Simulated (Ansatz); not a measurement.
`[AlH2][BH]O[SiH3]` and `[SiH3]OBCl` differ in one atom or group.

Ansatz, PBE0-D4/def2-TZVP geometries, multiplicity 1. Each molecule was computed in one conformer, which needn't be the lowest.

```json
{"property": "LUMO energy (PBE0/def2-TZVPP) / eV", "`[AlH2][BH]O[SiH3]`": "-1.57"}
{"property": "HOMO–LUMO gap (PBE0/def2-TZVPP) / eV", "`[AlH2][BH]O[SiH3]`": "5.28"}
{"property": "size of the dipole moment (ωB97M-V/def2-TZVPP) / D", "`[AlH2][BH]O[SiH3]`": "1.57"}
{"property": "size of the dipole moment (PBE/def2-TZVPP) / D", "`[AlH2][BH]O[SiH3]`": "1.62"}
{"property": "LUMO energy (B3LYP/def2-TZVPP) / eV", "`[AlH2][BH]O[SiH3]`": "-1.78"}
{"property": "HOMO energy (PBE/def2-TZVPP) / eV", "`[AlH2][BH]O[SiH3]`": "-5.68"}
```

Question: Give the same properties after the change, and the shifts. (Best estimate.)

Answer: Ansatz gave: 
```json
{"property": "LUMO energy (PBE0/def2-TZVPP) / eV", "`[SiH3]OBCl`": "-0.65", "shift": "0.92"}
{"property": "HOMO–LUMO gap (PBE0/def2-TZVPP) / eV", "`[SiH3]OBCl`": "8.40", "shift": "3.12"}
{"property": "size of the dipole moment (ωB97M-V/def2-TZVPP) / D", "`[SiH3]OBCl`": "1.10", "shift": "-0.47"}
{"property": "size of the dipole moment (PBE/def2-TZVPP) / D", "`[SiH3]OBCl`": "1.13", "shift": "-0.49"}
{"property": "LUMO energy (B3LYP/def2-TZVPP) / eV", "`[SiH3]OBCl`": "-0.87", "shift": "0.91"}
{"property": "HOMO energy (PBE/def2-TZVPP) / eV", "`[SiH3]OBCl`": "-7.64", "shift": "-1.96"}
```

With PBE0 the HOMO falls by 2.19 eV and the LUMO rises by 0.92 eV, so the gap widens by about 3.11 eV. PBE moves the HOMO by -1.96 eV and ωB97M-V by -2.34 eV. The zero-point energy changes by -28.1 kJ/mol with -6 modes. Dipoles are sizes alone; their direction can turn.

B3LYP here is the variant with VWN-RPA as its local correlation; programs differ in this.
